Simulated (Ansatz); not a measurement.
`C=C[NH][GaH2]`, 10 atoms. The species carries charge 0 and has multiplicity 1. Correlated methods include outer-core shells of Ga, which these sets cover unevenly. Scalar relativity is left out up to krypton. All runs use 4 threads of a server CPU on a shared host. Correlated methods freeze the cores.

(1) Give the basis size and wall time and peak host memory of each of these runs in Ansatz. direct RPA on PBE orbitals/def2-TZVPP energy; RKS r2SCAN-D4/def2-TZVPP energy and forces; RKS PBE0-D4/def2-QZVPP energy; RKS ωB97M-V/def2-SVP energy; RKS PBE0-D4/def2-SVP energy; RHF-MP2/def2-QZVPP energy; RKS ωB97X-V/def2-TZVPP energy; RKS B2PLYP (frozen core)/def2-TZVPP energy; RHF-CCSD(T)/def2-SVP energy; RKS BLYP-D4/def2-TZVPP energy; RKS PBE0-D4/def2-TZVP frequencies; RKS PBE0-D4/def2-TZVP relaxation (7 steps). (An estimate is asked.)

## Answers

(1) The calculation gave: Other jobs shared the machine, so times are rough.

```
                                level                   job  functions  wall time  peak host memory (GiB)
                 RKS PBE0-D4/def2-SVP                energy        104      1.2 s                    0.21
               RKS BLYP-D4/def2-TZVPP                energy        225      1.8 s                    0.26
             RKS r2SCAN-D4/def2-TZVPP     energy and forces        225      4.6 s                    0.29
  RKS B2PLYP (frozen core)/def2-TZVPP                energy        225        5 s                    0.54
                 RHF-CCSD(T)/def2-SVP                energy        104      5.5 s                    0.47
direct RPA on PBE orbitals/def2-TZVPP                energy        225      5.5 s                    0.54
                 RKS ωB97M-V/def2-SVP                energy        104      5.5 s                    0.31
               RKS ωB97X-V/def2-TZVPP                energy        225        7 s                    0.65
               RKS PBE0-D4/def2-QZVPP                energy        440        9 s                     1.3
                RKS PBE0-D4/def2-TZVP  relaxation (7 steps)        177       22 s                    0.43
                   RHF-MP2/def2-QZVPP                energy        440       23 s                     2.4
                RKS PBE0-D4/def2-TZVP           frequencies        177    2.2 min                    0.43
```
